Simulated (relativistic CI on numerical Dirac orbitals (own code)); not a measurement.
## Si IV: what numerical and physical settings do to a radial Dirac CI calculation

Reference input:

```
atom Si  Z=14  charge=3  electrons=11
nucleus A=28  rms_radius_fm=3.1224
hamiltonian dirac-coulomb  breit=on  qed=on  c_scale=1
orbitals kli  potential=per-configuration
slater_scale 1
correlation none
mixing on
grid step=0.0125 r_max=25.7
scf mixing=0.4 start=green max_iterations=150 tolerance=2e-08 node_fill=0.05
configurations
  [Ne] 3s
end
```

Computed lowest total energy -287.35237 Ha, 10 SCF steps. Runs with settings changed; * marks those that are bad on purpose (the QED terms keep the true α when c is scaled):

| Changed | Outcome | Lowest level | ΔE (Ha) | First excitation (cm⁻¹) | SCF steps | Message |
| --- | --- | --- | --- | --- | --- | --- |
| SCF tolerance 1e-06, Breit term off, speed of light × 10 | converged | 3s 2S_1/2 | 0.56 |  | 9 |  |
| end of the grid at 38.55 bohr | converged | 3s 2S_1/2 | 0 |  | 10 |  |
| start potential bare, Breit term off | converged | 3s 2S_1/2 | -0.0545 |  | 12 |  |
| SCF mixing 0.1, Slater scale 0.5, end of the grid at 17.99 bohr | converged | 3s 2S_1/2 | -1.67e-11 |  | 12 |  |
| end of the grid at 0.77 bohr * | not converged |  |  |  | 1 | SCF of 1s2 2s2 2p6 3s stopped: an orbital could not be found |
| Slater scale 5 * | converged | 3s 2S_1/2 | 0 |  | 10 |  |

With so few configurations and no correlation, terms lie too far apart (by 10 to 50 % near neutrality), their order can be wrong, and levels of other configurations are missing.
